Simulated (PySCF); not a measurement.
Work out the structure from these simulated measurements.

Formula: C4H6F2OSi.

| Quantity | Value |
| --- | --- |
| Dipole | 1.19 D [CAM-B3LYP/def2-SVPD] |
| UV, first state | lowest singlet excitation: 6.78 eV (183 nm, f = 0.009) [TDDFT CAM-B3LYP/def2-SVPD] |
| Triplet | lowest triplet excitation (Tamm–Dancoff): 4.36 eV [TDA CAM-B3LYP/def2-SVPD] |
| 1H NMR | chemical shifts (computed TMS as zero) by class: 5.29 (2 H), 4.35 (2 H), 2.63 (2 H) ppm [GIAO PBE0/pcSseg-1] |
| Rotational structure | rotational constants A, B, C: 3.183, 1.205, 0.900 GHz [GFN2-xTB] |
| 13C NMR | chemical shifts (computed TMS as zero) by class: 166.7 (1 C), 83.8 (1 C), 72.0 (1 C), 30.9 (1 C) ppm [GIAO PBE0/pcSseg-1] |
| Polarisability | 73.7 au [CAM-B3LYP/def2-SVPD] |

The electronic properties come from PySCF, for the isolated species, density fitting. Levels stand in brackets. Isolated species at its GFN2-xTB geometry (one conformer only). NMR values are class means; diastereotopic atoms form classes of their own.

Task: What is the compound? Reason from the data.

Result: Numbering: `[F:1][C:2]([F:3])=[C:4]1[CH2:5][CH2:6][O:7][SiH2:8]1`. Its formula, C4H6F2OSi, gives 2 degrees of unsaturation: 1 ring and 1 π bond in the structure found. 4 carbons fall into 4 classes; from least to most shielded: =CF2 carbon [C2] (166.7 ppm), fully substituted alkene carbon [C4] (83.8 ppm), ring sp3 carbon bound to oxygen [C6] (72.0 ppm), allylic carbon [C5] (30.9 ppm). Hydrogen classes from least to most shielded: 2 H on an oxygen-bound silicon, Si8 (5.29 ppm), 2 H on an sp3 carbon bound to oxygen, C6 (4.35 ppm), 2 H on an allylic carbon, C5 (2.63 ppm). The optimised geometry has point group C1 and is an asymmetric top. Structure: `O1CCC([SiH2]1)=C(F)F`. Computed isomers that give other values at the same levels: `O=C/C([SiH3])=C\C(F)F` (13C chemical shifts (computed TMS as zero) by class: 201.7 (1 C), 158.4 (1 C), 155.7 (1 C), 115.7 (1 C) ppm). The assignments are read from this structure; whether some other isomer fits the data as well wasn't checked.
